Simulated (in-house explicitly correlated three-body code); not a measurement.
Computed with an exponentially correlated three-body code. Model: two electrons around a point charge, non-relativistic, variational in 260 exponentially correlated functions (energies converged to about 1e-7 hartree, or 1e-8 relative for large Z).

Command:
```bash
python run_hyl.py task.json out
```
Settings (lengths in bohr, energies in hartree):
```
Z                      8
nuclear_mass           3
interaction_strength   1
functions              260
states_tried           13
```

Time taken, with all properties: 30 s on 1 thread of Intel(R) Xeon(R) Platinum 8375C CPU @ 2.90GHz (Ice Lake), on a shared host.

**Those bound S and P states to n = 4 that converged, binding against the one-electron ion.**

Given: nuclear charge 8; mass of the centre 3 electron masses.

Computed: one-electron threshold -24 hartree.

```csv
term,energy (hartree),binding (eV)
1 1S,-44.7346214,564.22
2 3P,-29.8577998,159.4
2 3S,-28.9799833,135.51
2 1P,-28.1713598,113.51
3 3S,?,?
4 1S,-25.2332849,33.559
```

(1) What belongs in the row 3 3S?

**Converged states only, values per electron or pair.**

| term | mean r (bohr) | mean r squared (bohr²) | mean inverse r (1/bohr) | mean r12 (bohr) | mean inverse r12 (1/bohr) | mean cosine | mean p1 dot p2 (bohr⁻²) | delta r1 (bohr⁻³) | delta r12 (bohr⁻³) |
| --- | --- | --- | --- | --- | --- | --- | --- | --- | --- |
| 1 1S | 0.25886 | 0.089674 | 5.8267 | 0.36055 | 3.7573 | 0.083294 | -2.8207 | 64.593 | 7.9153 |
| 2 3P | 0.50121 | 0.3844 | 3.8265 | 0.80722 | 1.5077 | -0.038571 | -5.0209 | 33.93 | - |
| 2 3S | ? | ? | ? | ? | ? | ? | ? | ? | - |
| 2 1P | 0.66548 | 0.73098 | 3.5937 | 1.0908 | 1.1564 | 0.072876 | 0.34357 | 35.162 | 0.1455 |
| 3 3S | 1.318 | 3.2737 | 3.3086 | 2.3969 | 0.53435 | 0.021093 | -0.46922 | 35.413 | - |
| 4 1S | 2.2548 | 10.245 | 3.1753 | 4.2651 | 0.33798 | 0.0097669 | -0.46316 | 34.81 | 0.18411 |

(2) What belongs in the row 2 3S?

Answers

(1) energy (hartree): -26.2018372; binding (eV): 59.915.

(2) mean r (bohr): 0.65473; mean r squared (bohr²): 0.69413; mean inverse r (1/bohr): 3.6901; mean r12 (bohr): 1.0854; mean inverse r12 (1/bohr): 1.0809; mean cosine: 0.046432; mean p1 dot p2 (bohr⁻²): -0.47983; delta r1 (bohr⁻³): 37.911.
